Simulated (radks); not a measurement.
Problem. All-electron atom: Dy IV in [Xe] 4f7.25 6p1.75 (fractional occupations, a model configuration). Calculated with a radial shooting solver on a logarithmic mesh with Libxc functionals: scalar-relativistic Kohn-Sham, r2SCAN, spin-unpolarised, spherical densities, finite nucleus; meta-GGA in the generalised Kohn-Sham scheme; Fermi nuclear charge, rms radius 5.2218 fm. Some entries of the table are withheld. Estimate them.

| orbital | occ. | eigenvalue (eV) | <r> (bohr) |
|---|---|---|---|
| 1s | 2 | -53784.86 | 0.02112 |
| 2s | 2 | (1) | 0.08976 |
| 2p | 6 | -8012.391 | (2) |
| 3s | 2 | -2064.405 | 0.2342 |
| 3p | 6 | -1751.426 | 0.2332 |
| 3d | 10 | -1348.688 | 0.2122 |
| 4s | 2 | (3) | 0.5280 |
| 4p | 6 | -354.4445 | 0.5582 |
| 4d | 10 | -211.9897 | 0.6022 |
| 5s | 2 | -94.7927 | 1.231 |
| 5p | 6 | -67.5753 | 1.393 |
| 4f | 7.25 | -56.0118 | 0.7375 |
| 6p | 1.75 | -21.6720 | (4) |

Solution. 
(1) 2s eigenvalue (eV): -9026.804
(2) 2p <r> (bohr): 0.07947
(3) 4s eigenvalue (eV): -458.5432
(4) 6p <r> (bohr): 3.345
